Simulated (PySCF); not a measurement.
## What builds the third ionisation energy along the second row

All values are computed (PySCF 2.14, energy differences of UHF-based or UKS calculations, no spin-orbit coupling). Each column adds one step, in eV (sums use unrounded values): valence MP2, valence CCSD, valence triples, then the next inner shell at CCSD(T) (C 1s, N 1s, O 1s, F 1s, Ne 1s). References (NIST) marked * lie between the lowest fine-structure levels; the others compare directly ((s) semi-empirical, (t) theoretical).

```tsv
element	UHF	+ MP2	+ CCSD	+ (T)	+ inner shell	sum	reference
C [He] 2s2 → [He] 2s1 (aug-cc-pwCVDZ, non-relativistic)	45.769	1.122	0.870	0.000	0.003	47.764	47.888
N [He] 2s2 2p1 → [He] 2s2 (aug-cc-pwCVDZ, non-relativistic)	47.154	0.024	-0.259	0.016	0.023	46.959	47.445 (s) *
O [He] 2s2 2p2 → [He] 2s2 2p1 (aug-cc-pwCVDZ, non-relativistic)	54.520	0.187	-0.232	0.005	0.022	54.501	54.936 (s) *
F [He] 2s2 2p3 → [He] 2s2 2p2 (aug-cc-pwCVDZ, non-relativistic)	62.155	0.363	-0.236	-0.001	0.021	62.302	62.708 (s) *
Ne [He] 2s2 2p4 → [He] 2s2 2p3 (aug-cc-pwCVDZ, non-relativistic)	61.655	0.817	-0.003	0.015	0.020	62.503	63.423 *
```

Double-zeta sets recover only part of the correlation energy.

What remains against the references is mostly basis incompleteness and, for starred values, spin-orbit coupling.

What share of the correlation contribution for Ne comes from the inner shell?

The four steps add to 0.849 eV, of which the inner shell gives 0.020 eV, or 2 %.
